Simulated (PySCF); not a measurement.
## `C[C@H]1[SiH2][C@@H](F)[Si@H]1C#N`, C$_{4}$H$_{8}$FNSi$_{2}$

Geometry (Å), atoms numbered from 1 in this order:
```xyz
16

C     1.7696   -0.0477   -1.0003
C     0.8549   -0.4339    0.1577
Si    0.2507    0.9763    1.3366
C    -1.4778    0.0900    1.2664
F    -2.5903    0.9070    1.1105
Si   -0.9458   -0.9849   -0.2537
C    -1.4877   -0.1721   -1.8412
N    -1.7944    0.3295   -2.8239
H     2.7168    0.3407   -0.6289
H     1.9832   -0.9063   -1.6355
H     1.3074    0.7191   -1.6180
H     1.3570   -1.2160    0.7345
H     0.8758    1.0326    2.6574
H     0.2029    2.2844    0.6941
H    -1.6937   -0.5168    2.1512
H    -1.3363   -2.3928   -0.3183
```

Computed with TDDFT BHandHLYP/def2-SVPD circular dichroism and optical rotation, one conformer, gas phase (PySCF). Geometry: GFN2-xTB.

Draw the ECD and absorption spectra from the lowest 16 states, each a Gaussian of half-width 0.3 eV at 1/e height.


| E (eV) | λ (nm) | Δε (L mol⁻¹ cm⁻¹) | ε (L mol⁻¹ cm⁻¹) |
| --- | --- | --- | --- |
| 5.77 | 215 | -0.79 | 78.7 |
| 5.87 | 211 | -2.03 | 226 |
| 5.97 | 208 | -3.98 | 539 |
| 6.07 | 204 | -5.68 | 1080 |
| 6.17 | 201 | -5.13 | 1870 |
| 6.27 | 198 | -0.90 | 2870 |
| 6.37 | 195 | +5.40 | 4020 |
| 6.47 | 192 | +9.21 | 5230 |
| 6.57 | 189 | +6.92 | 6300 |
| 6.67 | 186 | -0.25 | 6920 |
| 6.77 | 183 | -7.14 | 6790 |
| 6.87 | 180 | -9.55 | 5920 |
| 6.97 | 178 | -7.40 | 4720 |
| 7.07 | 175 | -3.65 | 3760 |
| 7.17 | 173 | -1.17 | 3340 |
| 7.27 | 170 | -0.99 | 3440 |
| 7.37 | 168 | -2.39 | 3710 |
| 7.47 | 166 | -3.90 | 3740 |
| 7.57 | 164 | -4.26 | 3320 |
| 7.67 | 162 | -3.16 | 2580 |
| 7.77 | 159 | -1.03 | 1840 |
| 7.87 | 157 | +1.55 | 1390 |
| 7.97 | 155 | +4.09 | 1300 |
| 8.07 | 154 | +5.84 | 1520 |
| 8.17 | 152 | +5.80 | 1880 |

Δε uses R in velocity form, ε uses f in length form. Only the states computed contribute, so the short-wavelength end is incomplete.
